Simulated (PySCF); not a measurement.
# Basis-set dependence of the excitation energy of Yb

Yb [Xe] 4f14 6s2 (1S) → Yb [Xe] 4f14 5d2 (3F). All values are computed (PySCF 2.14, energy differences of UHF-based or UKS calculations, no spin-orbit coupling). Values in eV.

```
       basis    Hamiltonian  functions    UHF    LDA   PBE0  MP2 (valence)
 cc-pVDZ-X2C  spin-free X2C         84  6.359    n/a    n/a          6.843
ANO-RCC-VTZP  spin-free X2C        104  5.945  6.093  5.837          6.679
 x2c-TZVPall  spin-free X2C        104  5.883  6.052  5.790          6.512
 cc-pVTZ-X2C  spin-free X2C        145  5.945  6.041  5.795          6.531
```

Q: Estimate the row for x2c-TZVPPall (spin-free X2C, 113 functions).

A: From the rows with the same Hamiltonian and similar size; the calculation gives UHF 5.88; LDA 6.05; PBE0 5.79; MP2 (valence) 6.64 (eV).

Frozen in the all-electron rows: valence: [Kr] 4d10.

The upper state lies above the first ionisation limit, where it may autoionise and the basis confines it.
